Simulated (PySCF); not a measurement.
CH₁₁N₃OSi₃.
Numbering: `[OH:1][Si@@H:2]1[NH:3][CH2:4][SiH2:5][NH:6][SiH2:7][NH:8]1`

Cartesian coordinates in Å at the GFN2-xTB level; atoms count from 1:
```xyz
19
CH11N3OSi3 angstrom
O     -2.1336    2.3244    0.2644
Si    -1.1905    1.2396   -0.5043
N     -1.6008   -0.3529   -0.0185
C     -0.8195   -1.5003   -0.4495
Si     0.6391   -1.9158    0.7016
N      1.7764   -0.6179    0.6863
Si     1.8513    0.8447   -0.2567
N      0.4060    1.7655   -0.0983
H     -3.0779    2.2321    0.1938
H     -1.4013    1.2715   -1.9541
H     -1.9297   -0.4763    0.9283
H     -0.4532   -1.2839   -1.4526
H     -1.4906   -2.3629   -0.5364
H      1.2807   -3.1565    0.2385
H      0.1267   -2.0998    2.0708
H      2.5297   -0.7302    1.3446
H      2.0429    0.4640   -1.6613
H      2.9474    1.6455    0.2877
H      0.4870    2.7187    0.2083
```

Probes without a nucleus sit at each ring's centroid and 1 Å off its mean plane on both sides; NICS is minus the shielding there, NICSzz its component along the normal. Level: GIAO PBE0/pcSseg-1 (PySCF, non-relativistic, gas phase) on the GFN2-xTB geometry, one conformer.

Ring bond lengths (Å), with Mayer bond orders in brackets: Si2–N3 1.715 (1.00), N3–C4 1.453 (0.94), C4–Si5 1.904 (0.90), Si5–N6 1.726 (0.97), N6–Si7 1.742 (0.94), Si7–N8 1.721 (0.99), N8–Si2 1.729 (0.93).

Task: What do the NICS probes read (ppm)?

Result: 
| ring | type | NICS(0) | NICS(1), two faces | NICS(1)zz, two faces | rms pucker (Å) | centre to ring atoms, mean (Å) |
| --- | --- | --- | --- | --- | --- | --- |
| Si2–N3–C4–Si5–N6–Si7–N8 | 7-membered ring with 3 N and 3 Si; formal bonds all single | -1.2 | -1.2 / -0.4 | 3.3 / 5.7 | 0.31 | 1.88 |

Task: What can be read from them?

Result: 
- Si2–N3–C4–Si5–N6–Si7–N8: mean NICS(1)zz 4.5 ppm, deshielded. Si2, C4, Si5, Si7 have four or more neighbours, so the value isn't read as a sign of a π ring current.

Task: Give the inner angles of the rings and the Hirshfeld charges of the ring atoms.

Result: 
- Si2–N3–C4–Si5–N6–Si7–N8: Si2 115.9° (+0.448 e), N3 121.4° (-0.254 e), C4 113.9° (-0.111 e), Si5 109.6° (+0.362 e), N6 131.7° (-0.338 e), Si7 111.3° (+0.394 e), N8 126.2° (-0.341 e); sum 829.9° against 900° for a flat convex ring.

Task: What are the shieldings of the ring atoms and their hydrogens in the same run (means over atoms taken as equivalent)?

Result: 
```
atoms                      environment  σ isotropic (ppm)  principal values of the symmetric part, first atom (ppm)
  Si2             oxygen-bound silicon              384.8                                       363.3, 381.1, 409.9
   N3           silicon-bound nitrogen              227.7                                       195.1, 215.3, 272.8
   C4     sp3 carbon bound to nitrogen              160.2                                       131.7, 163.4, 185.6
  Si5                     SiH2 silicon              378.4                                       338.4, 369.2, 427.6
   N6  nitrogen bridging silicon atoms              245.5                                       204.6, 241.8, 290.0
  Si7                     SiH2 silicon              393.6                                       349.9, 411.5, 419.5
   N8  nitrogen bridging silicon atoms              211.9                                       184.4, 219.9, 231.5
  H10                    Si–H hydrogen              26.61                                          23.3, 24.1, 32.4
  H11                     N–H hydrogen              31.30                                          23.5, 30.3, 40.1
  H12               methylene hydrogen              28.96                                          26.2, 27.4, 33.3
  H13               methylene hydrogen              28.91                                          22.2, 27.6, 36.9
  H14                    Si–H hydrogen              26.61                                          22.8, 24.6, 32.5
  H15                    Si–H hydrogen              26.77                                          23.5, 24.5, 32.3
  H16                     N–H hydrogen              31.56                                          22.7, 28.1, 44.0
```

The list is cut; further classes of hydrogen are left out.

Time: 57 s (grids of density and orbitals included); peak memory 1.0 GiB. Hardware: an Arm Neoverse V1 with one thread, shared host with 32 logical CPUs at a one-minute load of 26. This is the whole shielding run at PBE0/pcSseg-1, SCF included.
